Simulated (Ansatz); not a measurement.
A nudged elastic band was laid between two geometries of ClFH$_{4}$Si$_{2}$Te (9 atoms, charge 0, multiplicity 1).

These are results of Ansatz 0.2.0, RKS PBE0/def2-SVP, not measurements.

| Item | Value |
| --- | --- |
| movable images | 5 |
| climbing image | yes |
| spring | 5.0 eV/Å² |
| optimiser | quadratic models (default) |
| start path | through a guess of the saddle point |
| force threshold | 0.05 eV/Å |
| iteration limit | 60 |
| end points | relaxed |

Initial state:

```xyz
9
Properties=species:S:1:pos:R:3
F -0.822 0.129 2.179
Si -0.229 0.754 0.791
Te 2.201 1.257 0.935
Si -0.667 -0.802 -0.907
Cl -0.165 0.116 -2.698
H -0.887 2.071 0.560
H 2.588 -0.358 0.807
H -2.105 -1.192 -0.956
H 0.174 -2.021 -0.729
```

Final state:

```xyz
9
Properties=species:S:1:pos:R:3
F -1.213 1.042 1.509
Si 0.035 0.645 0.538
Te 1.855 -0.529 1.783
Si -0.726 -0.825 -1.118
Cl -2.403 -0.029 -2.045
H 0.593 1.910 -0.016
H 2.684 0.899 1.992
H -1.083 -2.146 -0.523
H 0.347 -1.012 -2.136
```

What changes between the two ends?

No bond is made or broken. The dihedral F1–Si2–Te3–H7 goes from 76 to -95°.

What energy profile does the band end with?

It converged. The highest image is number 3 of 0 to 6, 0.088 eV above the first end and 0.047 eV above the last; the last end lies 0.041 eV above the first. A vibrational analysis at the climbing image gives one clearly imaginary mode, 124i cm⁻¹: a first-order saddle point.

| image | path coordinate (Å) | energy (eV) | dihedral F1–Si2–Te3–H7 (°) |
| --- | --- | --- | --- |
| 0 | 0.00 | 0.000 | 76 |
| 1 | 1.19 | 0.031 | 79 |
| 2 | 2.39 | 0.065 | 92 |
| 3 | 3.58 | 0.088 | 133 |
| 4 | 4.59 | 0.088 | -179 |
| 5 | 5.61 | 0.066 | -137 |
| 6 | 6.62 | 0.041 | -95 |

What is the geometry of the highest image?


```xyz
9
Properties=species:S:1:pos:R:3
F -1.455 0.888 1.682
Si -0.169 0.913 0.679
Te 1.877 0.351 2.015
Si -0.466 -0.729 -0.975
Cl -1.725 0.002 -2.454
H -0.095 2.299 0.139
H 2.356 -0.743 0.855
H -1.081 -1.943 -0.366
H 0.845 -1.084 -1.592
```

What are the harmonic wavenumbers there?

124i, 28, 63, 117, 157, 190, 364, 432, 483, 555, 576, 685, 707, 817, 835, 891, 922, 2143, 2237, 2248, 2253 cm⁻¹.

Time of the run: 6.5 min on 2 threads of Intel(R) Xeon(R) Platinum 8488C (Sapphire Rapids), with other jobs on the host, peak memory 0.34 GiB.
